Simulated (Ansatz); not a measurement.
C$_{3}$H$_{10}$FNSi (SMILES CN(C)[SiH](C)F), singlet, at a GFN2-xTB geometry, with bond 12-5 at 2.4 times its length; SC-NEVPT2/STO-3G, CASSCF(6,6) (Ansatz, a quantum-chemistry and plane-wave program).

Here is a job for Ansatz.
Ansatz 0.2 input:
```yaml
crystal:
  periodic: [false, false, false]
  atoms:
    - {symbol: Si, position_ang: [0.73066831, 0.39780201, 0.00410263]}
    - {symbol: C, position_ang: [1.91137080, -0.96964629, 0.55324295]}
    - {symbol: F, position_ang: [0.91347445, 0.65660422, -1.58199937]}
    - {symbol: N, position_ang: [-0.89290327, -0.13145991, 0.15723337]}
    - {symbol: C, position_ang: [-1.95731428, 0.51789206, -0.57268122]}
    - {symbol: C, position_ang: [-1.37675377, -0.81123966, 1.33479539]}
    - {symbol: H, position_ang: [1.07738840, 1.70232953, 0.57365323]}
    - {symbol: H, position_ang: [1.59766007, -1.94505597, 0.19313545]}
    - {symbol: H, position_ang: [2.90513903, -0.77788442, 0.16184919]}
    - {symbol: H, position_ang: [1.99452494, -1.02217029, 1.63373716]}
    - {symbol: H, position_ang: [-2.71329954, -0.22023469, -0.85277951]}
    - {symbol: H, position_ang: [-3.12273066, 2.38665727, 0.86673188]}
    - {symbol: H, position_ang: [-1.55755360, 0.97017000, -1.47493475]}
    - {symbol: H, position_ang: [-0.55761072, -1.32249902, 1.83155038]}
    - {symbol: H, position_ang: [-1.83567788, -0.11250746, 2.04467780]}
    - {symbol: H, position_ang: [-2.13178628, -1.54917548, 1.04981814]}
basis:
  gaussian:
    orbitals: STO-3G
magnetization: {spin_polarized: false}
correlation: {method: sc_nevpt2, electrons: all, active_space: {window: {electrons: 6, orbitals: 6}}}
```

The log (banner, timings and long lists left out):

```
Functional definition: HF
588 factors; integrals over basis functions are off by at most 3.5e-5 eV
mean field evaluation 1: about -15099.8393 eV, gradient 2.8e1 eV
mean field evaluation 2: about -15100.0804 eV, gradient 2.8e1 eV
mean field evaluation 4: about -15106.1321 eV, gradient 4.9e0 eV
mean field evaluation 8: about -15106.2839 eV, gradient 6.3e-2 eV
mean field evaluation 16: about -15102.5263 eV, gradient 2.1e-4 eV
mean field -15106.27706807 eV, -555.1454428493 hartree, gradient 1.5e-6 eV, S^2 0.000000; 1 other end points of the search recorded, 0 dependent functions left out; unrestricted orbitals would lower it
reference -15106.27706807 eV, -555.1454428493 hartree; 29, 29 occupied and 15, 15 virtual orbitals, 588 factors
state -15111.80411382 eV, -555.3485580343 hartree
state -15111.80411382 eV, -555.3485580343 hartree; corrected -15117.75770440 eV, -555.5673484524 hartree
state -15111.71078351 eV, -555.3451282083 hartree
state -15111.71078351 eV, -555.3451282083 hartree; corrected -15117.64201104 eV, -555.5630967998 hartree
state -15111.80411382 eV, -555.3485580343 hartree; corrected -15117.75770440 eV, -555.5673484524 hartree
state -15111.63453151 eV, -555.3423259994 hartree
state -15111.63453151 eV, -555.3423259994 hartree; corrected -15117.72926042 eV, -555.5663031554 hartree
state -15111.80411382 eV, -555.3485580343 hartree; corrected -15117.75770440 eV, -555.5673484524 hartree
2 active orbitals were swapped for others, from the solution at -15111.71077053 eV, -555.3451277317 hartree to that at -15111.80410262 eV, -555.3485576226 hartree; typed "places" are swapped only where nearly empty or full, and so, without "given_window_search", are "orbital_numbers", "shells" and a window whose orbitals a file names under [Active]
Total energy: -15117.75770440 eV, -555.5673484524 hartree
```
